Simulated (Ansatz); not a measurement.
Compare A (`[SiH3]OC1=CC1`) with its isomer B (`C=C1OC[SiH2]1`).

Isolated molecules relaxed with PBE0-D4/def2-TZVP in Ansatz; ΔE leaves out vibrations. CCSD(T)/CBS adds triple-zeta CCSD(T) − MP2 to the extrapolated MP2 energy (def2 sets, frozen cores). DFT in def2-TZVPP. B3LYP here is the variant with VWN-RPA as its local correlation; programs differ in this. Each species was taken in one conformer, which may not be the lowest.

Q: Which is lower in electronic energy at CCSD(T)/CBS, and by how much? (An estimate is asked.)

A: Ansatz gave: B, by 23.8 kJ/mol.

Q: Give E(B) − E(A) in kJ/mol with B2PLYP, HF/def2-TZVPP, B3LYP, CCSD(T)/def2-TZVPP, r2SCAN-D4, MP2/def2-TZVPP, B3LYP-D4. (Estimate.)

A: Ansatz gave: B2PLYP -19.9, HF/def2-TZVPP -4.5, B3LYP -22.7, CCSD(T)/def2-TZVPP -22.7, r2SCAN-D4 -26.6, MP2/def2-TZVPP -10.9, B3LYP-D4 -24.9. None reverses the order clearly.

Largest T1 diagnostic: 0.014.

In def2-TZVPP, CCSD(T) changes the Hartree–Fock value by −18.2 kJ/mol (the triples alone add −3.5 kJ/mol) and MP2 by −6.5 kJ/mol. From PBE to PBE0 (25 % exact exchange), in def2-TZVPP and without D4, E(B) − E(A) moves by +6.2 kJ/mol.
